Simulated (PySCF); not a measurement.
Delta-SCF ions had no search for a lower state. Excitations are Tamm–Dancoff values on a coarser integration grid. The basis has no diffuse functions, so Rydberg states are missing or too high.

CH$_{6}$Si$_{2}$, SMILES `C1[SiH2][SiH2]1` (charge 0, multiplicity 1)

These are ωB97X-D3(BJ)/def2-TZVP // B3LYP-D3(BJ)/def2-TZVP run with PySCF values and carry that method's errors.

```
Item                                                                          Result
-------------------------------------------  ---------------------------------------
HOMO                                                                        -8.98 eV
dipole moment                                                              0.074 e·Å
LUMO                                                                         1.77 eV
HOMO–LUMO gap                                                               10.75 eV
S1 excitation (TDA)                                                          5.69 eV
S1 oscillator strength                                                         0.029
brightest of the four lowest singlets (TDA)                                  6.16 eV
T1 excitation (TDA)                                                          4.67 eV
S1–T1 gap (TDA)                                                              1.02 eV
vertical ionisation energy (Delta-SCF)                                       8.86 eV
total energy                                                            -16891.91 eV
cost                                         about 2.1 core-minutes (a rough figure)
```

Bonds (Å): C1–Si2 1.903, C1–Si3 1.903, C1–H4 1.087, C1–H5 1.087, Si2–Si3 2.254, Si2–H6 1.477, Si2–H7 1.477, Si3–H8 1.477, Si3–H9 1.477. Bond angles (°): Si2–C1–Si3 72.7, Si2–C1–H4 117.1, Si2–C1–H5 117.1, Si3–C1–H4 117.1, Si3–C1–H5 117.1, H4–C1–H5 111.1, C1–Si2–Si3 53.7, C1–Si2–H6 116.2, C1–Si2–H7 116.2, Si3–Si2–H6 122.0, Si3–Si2–H7 122.0, H6–Si2–H7 112.8, C1–Si3–Si2 53.7, C1–Si3–H8 116.3, C1–Si3–H9 116.2, Si2–Si3–H8 122.0, Si2–Si3–H9 122.0, H8–Si3–H9 112.8.
